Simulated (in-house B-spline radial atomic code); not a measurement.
Configurations of the ytterbium ion Yb⁺, with energies counted from [Xe] 4f14 6s1. Method: scalar-relativistic (X2C) B97-1, spin-polarised, spherical fractional occupations, exact exchange averaged over the configuration, Fermi nucleus of rms radius 5.3108 fm. Calculated with an all-electron radial atomic-structure program (B-spline basis). Shells without spins written out take the highest spin.

Occupations are held fixed; configurations that lie above the ionisation limit could autoionise.

```tsv
configuration	E - E(ref) (eV)	highest orbital	its <r> (bohr)
[Xe] 4f14 5d1	2.8412	5d up	2.976
[Xe] 4f13 5d1 6s1	4.4213	5d up	2.476
[Xe] 4f14 6d1	7.1987	6d up	7.528
[Xe] 4f13 6s1 7f1	14.974	7f up	21.13
[Kr] 4d10 4f14 5s2 5p5 6s2	26.345	6s down	3.362
[Kr] 4d9 4f14 5s2 5p6 6s1 6p1	184.9	6p up	4.107
```

**Question.** Order these further configurations by energy, lowest first.
A. [Xe] 4f13 6s1 6p1
B. [Kr] 4d9 4f14 5s2 5p6 6s1 7f1
C. [Kr] 4d10 4f14 5s2 5p5 5f1 6s1
D. [Xe] 4f14 7p1
E. [Kr] 4d10 4f14 5s2 5p5 6s1 7s1

**Answer.** A (6.8379 eV), D (7.4278 eV), E (34.108 eV), C (36.544 eV), B (193.05 eV).

**Question.** How far above the reference does [Xe] 4f13 6s1 6d1 lie?

**Answer.** 11.702 eV; its least bound orbital is 6d up with <r> = 6.876 bohr.
